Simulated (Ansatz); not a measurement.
Sn11PH22⁻, a doped cluster cut from the lattice of tin (P on a surface site), relaxed as a singlet with RKS PBE-D4/def2-SVP in Ansatz, starting from the PBE-D4/def2-SVP geometry of the neutral doublet. Force threshold 0.03 eV/Å.

In the def2 sets Sn takes a core potential; there is no spin–orbit coupling. Single mean-field runs in def2-SVP are fitted with def2-universal-jkfit.

Start:

Cartesian coordinates in Å:
```
Sn 4.1738 -1.3309 -0.6798
Sn -0.2281 -0.5711 3.7966
Sn 2.8398 1.2062 -4.3204
Sn -1.8010 2.9380 1.0911
P 0.1772 -0.0715 -1.1790
Sn -4.7791 0.2228 3.2291
Sn 4.8787 -0.4037 -3.2411
Sn 0.1762 0.9434 1.4075
Sn 1.5112 -2.2162 -0.7422
Sn -2.8028 -1.7092 3.7515
Sn 0.3259 0.0236 -3.8661
Sn -4.2219 1.5379 0.8073
H 4.2524 -0.0548 0.4887
H 5.2131 -2.6114 -0.1453
H -0.0339 0.3723 5.2503
H 0.9514 -1.8491 3.8761
H 2.8706 2.7348 -3.5016
H 3.1593 1.5088 -5.9990
H -1.9343 4.0446 2.4249
H -1.4732 3.8814 -0.3325
H -1.1289 -0.6726 -1.1021
H -4.7691 1.3982 4.5073
H -6.3592 -0.4994 3.2250
H 6.3879 0.4497 -3.1568
H 5.1260 -1.7927 -4.2509
H 1.7429 1.7292 1.4686
H 0.9199 -2.8908 0.7401
H 1.1912 -3.3230 -2.0394
H -3.1458 -2.5394 5.2397
H -2.8617 -2.9010 2.4878
H -0.9505 1.0768 -4.4062
H 0.1561 -1.4965 -4.7127
H -5.5509 2.5372 0.3087
H -4.0132 0.3287 -0.4251
```

Q: Estimate the energy that the relaxation releases and the steps that it takes.

A: 20.6 kcal/mol, in 31 steps; 2.1 min on 2 threads of AMD EPYC 7R13 on a shared host and a share (18 GiB) of an NVIDIA H100 80GB HBM3. The force fell under the threshold at step 21, but the optimiser went on and released 0.031 eV more. No frequencies were taken in this run, so the end may be a saddle point.

Q: Does the start keep its bonding and symmetry?

A: Bonds lost: P5–Sn8 (atoms count from 1).

Q: Predict the relaxed structure.

A: 
Cartesian coordinates in Å:
```
Sn 3.7329 -0.9599 -0.6504
Sn -0.3062 -0.2358 4.5146
Sn 2.9743 0.7352 -4.8955
Sn -1.2221 2.4093 1.5779
P 0.0563 0.6907 -1.6742
Sn -4.7311 -0.2600 2.9374
Sn 4.7848 -0.6954 -3.2657
Sn 0.8911 0.4743 1.9757
Sn 1.0580 -1.5984 -1.1459
Sn -2.6997 -1.7329 4.2308
Sn 0.2522 0.4484 -4.2150
Sn -3.6335 1.1577 0.7593
H 3.9156 0.5752 0.1270
H 4.6564 -2.1296 0.2448
H -0.8046 1.0152 5.6451
H 0.6569 -1.2936 5.5446
H 3.3651 2.4306 -4.7962
H 3.2211 0.3158 -6.5726
H -1.8104 3.3543 2.9452
H -0.9644 3.6440 0.3523
H -1.3083 0.2143 -1.6376
H -5.4171 0.8828 4.0693
H -6.0901 -1.2669 2.4805
H 6.3326 0.1094 -3.3540
H 5.0371 -2.2472 -4.0209
H 1.9010 1.7446 2.7589
H 0.1712 -2.5261 0.0099
H 1.0856 -2.5416 -2.6384
H -3.3767 -2.3908 5.7085
H -2.4596 -3.1492 3.2321
H -0.6391 1.7436 -4.9677
H -0.3757 -1.0398 -4.8651
H -4.8872 2.1696 0.0697
H -3.3666 -0.0476 -0.4846
```
Bond lengths (bridged metal pairs left out): 10 × Sn–Sn 2.79 to 2.90 Å; 2 × P–Sn 2.55 to 2.56 Å; 21 × H–Sn 1.73 to 1.80 Å; 1 × H–P 1.45 Å.
